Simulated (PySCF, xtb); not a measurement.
C2H7AlFN, SMILES C[CH2][Al]([NH2])[F]. One conformer was computed; it need not be the lowest.

Harmonic wavenumbers (cm⁻¹) from GFN2-xTB run with xtb at its own minimum, in rising order: 35, 86, 156, 162, 235, 238, 258, 384, 497, 529, 593, 758, 839, 915, 980, 1049, 1212, 1219, 1410, 1458, 1475, 1500, 1505, 2887, 2911, 2990, 3019, 3028, 3416, 3461.

Problem. What does B3LYP-D3(BJ)/def2-SVP in PySCF give at its own minimum? (An estimate is asked for; the answer gives what the named calculation found.)

Solution. 47, 103, 167, 216, 265, 281, 376, 429, 566, 607, 639, 815, 900, 928, 962, 1028, 1224, 1242, 1398, 1428, 1475, 1483, 1525, 3013, 3014, 3051, 3084, 3092, 3575, 3660. Paired by order, the mean absolute difference is 53 cm⁻¹ and the zero-point energies are 56.0 and 58.0 kcal/mol.
